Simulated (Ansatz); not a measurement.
`O[SiH2]C[SiH2]O` + `[OH][GeH2][OH]` → `O[SiH2][O][GeH2][OH]` + `C[SiH2]O`  (ligand exchange at the Si–C bond)

Gas-phase electronic energies from Ansatz, PBE0-D4/def2-TZVP geometries. CBS: MP2 limit from def2 TZ/QZ plus the TZ coupled-cluster correction, frozen cores. This one scheme is used for every species. Functionals use def2-TZVPP. For Ge outer-core shells are correlated without core-valence functions, which leaves a few kJ/mol of doubt a bond. Scalar relativity is left out up to krypton. Each species was taken in one conformer, which may not be the lowest.

CCSD(T)/CBS gives -106.9 kJ/mol.

Problem. Another level gave -96.0 kJ/mol. Which?
A. CCSD/def2-TZVPP
B. HF/def2-TZVPP
C. ωB97X-V/def2-TZVPP
D. PBE/def2-TZVPP

Solution. D. PBE -96.0, CCSD/def2-TZVPP -111.4, HF/def2-TZVPP -133.6, ωB97X-V -105.4 kJ/mol.

Largest T1 diagnostic among the species: 0.012.

From PBE to PBE0 (25 % exact exchange), in def2-TZVPP and without D4, ΔE moves by −4.4 kJ/mol. The D4 term adds +6.1 kJ/mol with B3LYP and +3.1 kJ/mol with PBE0; it sums over pairs of atoms, weighted by their polarisabilities, and B3LYP, whose exchange is more repulsive, gets the larger term.

B3LYP here is the variant with VWN-RPA as its local correlation; programs differ in this.
